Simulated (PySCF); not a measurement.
C2H3O3, charge -1, multiplicity 1. Atoms are numbered in the order given.

```xyz
8

C     -0.0339    -1.7584     0.0000
O     -0.7432    -0.5474     0.0000
C      0.0618     0.6591     0.0000
O     -0.6267     1.6862     0.0000
O      1.2928     0.4719     0.0000
H      0.6152    -1.8599    -0.8878
H      0.6152    -1.8599     0.8878
H     -0.7808    -2.5698     0.0000
```
Charge -1, spin multiplicity 1.

Geometry: B3LYP-D3(BJ)/def2-SVPD. The multiplicity is an assumed one; other spin states were not compared. The isomer is the one that the SMILES or the coordinates give; other isomers of the formula were not compared.

All values below come from B3LYP-D3(BJ)/def2-SVPD (PySCF 2.14.0).

Harmonic, unscaled wavenumbers; measured fundamentals usually lie a few per cent lower.

**Question.** List the normal modes with their intensities. (Estimate from the structure and the level; the computed values follow.)

**Answer.** 
```json
[
 {"mode": "1", "ν (cm⁻¹)": "119", "IR (km/mol)": "0.2", "moving atoms (share of kinetic energy)": "H 64 %, O 27 %, C 8 %"},
 {"mode": "2", "ν (cm⁻¹)": "168", "IR (km/mol)": "1.0", "moving atoms (share of kinetic energy)": "H 48 %, O 45 %"},
 {"mode": "3", "ν (cm⁻¹)": "318", "IR (km/mol)": "4.7", "moving atoms (share of kinetic energy)": "O 46 %, C 33 %, H 20 %"},
 {"mode": "4", "ν (cm⁻¹)": "556", "IR (km/mol)": "4.7", "moving atoms (share of kinetic energy)": "O 70 %, C 25 %"},
 {"mode": "5", "ν (cm⁻¹)": "660", "IR (km/mol)": "14.5", "moving atoms (share of kinetic energy)": "O 82 %, H 11 %"},
 {"mode": "6", "ν (cm⁻¹)": "815", "IR (km/mol)": "266.8", "moving atoms (share of kinetic energy)": "O 51 %, C 46 %"},
 {"mode": "7", "ν (cm⁻¹)": "820", "IR (km/mol)": "22.6", "moving atoms (share of kinetic energy)": "C 80 %, O 20 %"},
 {"mode": "8", "ν (cm⁻¹)": "1108", "IR (km/mol)": "187.4", "moving atoms (share of kinetic energy)": "O 54 %, C 43 %"},
 {"mode": "9", "ν (cm⁻¹)": "1169", "IR (km/mol)": "1.1", "moving atoms (share of kinetic energy)": "H 76 %, C 19 %"},
 {"mode": "10", "ν (cm⁻¹)": "1184", "IR (km/mol)": "17.2", "moving atoms (share of kinetic energy)": "H 67 %, C 21 %, O 12 %"},
 {"mode": "11", "ν (cm⁻¹)": "1303", "IR (km/mol)": "258.4", "moving atoms (share of kinetic energy)": "O 64 %, C 28 %"},
 {"mode": "12", "ν (cm⁻¹)": "1434", "IR (km/mol)": "26.9", "moving atoms (share of kinetic energy)": "H 81 %, C 15 %"},
 {"mode": "13", "ν (cm⁻¹)": "1440", "IR (km/mol)": "2.4", "moving atoms (share of kinetic energy)": "H 96 %"},
 {"mode": "14", "ν (cm⁻¹)": "1471", "IR (km/mol)": "5.5", "moving atoms (share of kinetic energy)": "H 95 %"},
 {"mode": "15", "ν (cm⁻¹)": "1783", "IR (km/mol)": "785.4", "moving atoms (share of kinetic energy)": "C 72 %, O 28 %"},
 {"mode": "16", "ν (cm⁻¹)": "2971", "IR (km/mol)": "124.4", "moving atoms (share of kinetic energy)": "H 98 %"},
 {"mode": "17", "ν (cm⁻¹)": "3028", "IR (km/mol)": "78.6", "moving atoms (share of kinetic energy)": "H 90 %, C 10 %"},
 {"mode": "18", "ν (cm⁻¹)": "3044", "IR (km/mol)": "73.2", "moving atoms (share of kinetic energy)": "H 90 %, C 10 %"}
]
```
